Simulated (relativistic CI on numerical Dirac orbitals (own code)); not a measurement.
What each ingredient does to the levels of Hg LVIII

Base calculation: Dirac-Coulomb-Breit CI, orbitals from a KLI potential per configuration, model QED (radiative potential, 1s self-energy scaled to tabulated hydrogen-like ionisation energies), unscaled Slater integrals.

Configurations in the expansion (outside the closed core [Ne]): 3s2 3p6 3d5, 3s2 3p5 3d6, 3s2 3p4 3d7, 3s 3p6 3d6, 3p6 3d7, 3s 3p5 3d7, 3s2 3p6 3d4 4s, 3s2 3p6 3d4 4p, 3s2 3p4 3d6 4s, 3s2 3p6 3d4 4d, 3s2 3p4 3d6 4p, 3s2 3p5 3d5 4s, 3s2 3p6 3d4 4f, 3s 3p5 3d6 4s, 3s2 3p5 3d5 4p, 3s 3p5 3d6 4p, 3s2 3p6 3d3 4s2, 3s 3p6 3d5 4s, 3s2 3p6 3d3 4s 4p, 3p6 3d6 4p. Levels of other configurations are missing.

The lowest level and the first level of each name with at least 55 % of one term (blank where a level has no safe partner in the second run):

```tsv
Level	Base (eV)	Shift (eV)
3s2 3p6 3d5 2D_5/2	0.000	0.000
3s2 3p6 3d5 2D_3/2	139.255	+0.704
3s2 3p6 3d5 4G_9/2	202.102	-1.703
3s2 3p6 3d5 2I_13/2	205.435	-2.623
3s2 3p6 3d5 4D_1/2	208.065	-0.755
3s2 3p6 3d5 2G_7/2	219.003	-0.976
3s2 3p6 3d5 4F_5/2	221.429	-0.356
3s2 3p6 3d5 2P_3/2	256.255	+0.590
3s2 3p5 3d6 4H°_13/2	543.365	-3.270
3s2 3p5 3d6 4I°_15/2	552.616	-3.539
```

At this charge energies of transitions that change n are usually good to better than 1 %, and those within a shell (Δn = 0) to a few per cent.

Q: One thing was changed in a second run, which moved the levels as shown. Which?
A. Breit term removed
B. QED terms removed
C. P86 correlation estimate
D. configuration mixing switched off

A: D. Configuration mixing switched off. Without mixing, levels that were pushed by configurations of the same parity and J return to their single-configuration places.

LS names give the leading component of a level, which can be under half, so a name can repeat, a term be missing and a line seem to break the LS rules.
